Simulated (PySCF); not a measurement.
Nb(OH)4(SH) (H₅NbO₄S), SMILES [Nb]([OH])([OH])([SH])([OH])[OH], multiplicity 1.

Coordinates come from a PBE0-D3(BJ)/def2-SVP optimisation. The multiplicity is an assumed one; other spin states were not compared. The def2 effective core potentials stand for the cores of Nb; spin–orbit coupling is left out. One conformer was computed; it need not be the lowest.

Computed with ωB97X/def2-TZVP (PySCF).

Computed frontier levels, gap, dipole moment and polarisability:
```
Property                                                                                                          Value
---------------------------------------------------------------------------------------------  ------------------------
highest occupied level                                                                                         -9.48 eV
lowest empty level                                                                                              0.47 eV
orbital gap                                                                                                     9.95 eV
dipole moment                                                                                                    1.08 D
quadrupole, principal values (traceless, Buckingham form, about the centre of nuclear charge)  -10.36, -6.16, 16.52 D·Å
mean static polarisability                                                                        76.8 bohr³ (11.39 Å³)
polarisability, principal values                                                                 64.8, 78.2, 87.5 bohr³
```
